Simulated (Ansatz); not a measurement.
`COBF` + `[CH3][GeH2][SH]` → `BOC` + `F[CH2][GeH2][SH]`  (redistribution)

Calculated with Ansatz (gas phase, PBE0-D4/def2-TZVP geometries, no zero-point term in ΔE). CCSD(T)/CBS adds triple-zeta CCSD(T) − MP2 to the extrapolated MP2 energy (def2 sets, frozen cores). For Ge outer-core shells are correlated without core-valence functions, which leaves a few kJ/mol of doubt a bond. Scalar relativity is left out up to krypton. Each species was taken in one conformer, which may not be the lowest.

`COBF`:

Z-matrix (Å, degrees):
```
C
O 1 1.413
H 1 1.093 2 111.6
H 1 1.091 2 108.9 3 -120.7
H 1 1.091 2 108.9 3 120.7
B 2 1.339 1 121.8 3 -0.2
F 6 1.325 2 117.6 1 180.0
H 6 1.199 2 123.0 1 -0.0
```

`[CH3][GeH2][SH]`:

Cartesian coordinates in Å:
```
C -1.186 -0.609 0.408
Ge 0.275 0.270 -0.528
S 1.905 0.491 0.979
H -2.029 -0.754 -0.269
H -1.512 0.002 1.250
H -0.861 -1.581 0.779
H -0.135 1.662 -1.045
H 0.783 -0.575 -1.712
H 2.760 1.094 0.139
```

`BOC`:

Z-matrix (Å, degrees):
```
C
O 1 1.413
H 1 1.092 2 108.8
H 1 1.092 2 108.9 3 118.3
H 1 1.094 2 111.3 3 -120.8
B 2 1.339 1 122.3 3 121.0
H 6 1.196 2 116.9 1 180.0
H 6 1.204 2 120.2 1 0.0
```

`F[CH2][GeH2][SH]`:

Cartesian coordinates in Å:
```
F 0.547 -0.691 -1.702
C -0.499 0.005 -1.115
Ge 0.039 0.585 0.694
S 0.498 -1.215 1.911
H -1.367 -0.656 -1.061
H -0.740 0.864 -1.749
H -1.128 1.288 1.403
H 1.264 1.509 0.598
H 1.385 -1.688 1.020
```

| species | CCSD(T)/CBS(def2) energy (Eh) |
| --- | --- |
| `COBF` | -240.31409 |
| `[CH3][GeH2][SH]` | -2515.57584 |
| `BOC` | -141.04597 |
| `F[CH2][GeH2][SH]` | -2614.74345 |

(1) Work out ΔE.

Largest T1 diagnostic among the species: 0.014.

Results:

(1) ΔE = (-141.04597) + (-2614.74345) − (-240.31409) − (-2515.57584) = 0.10051 Eh = +2.74 eV.

From PBE to PBE0 (25 % exact exchange), in def2-TZVPP and without D4, ΔE moves by +0.09 eV.
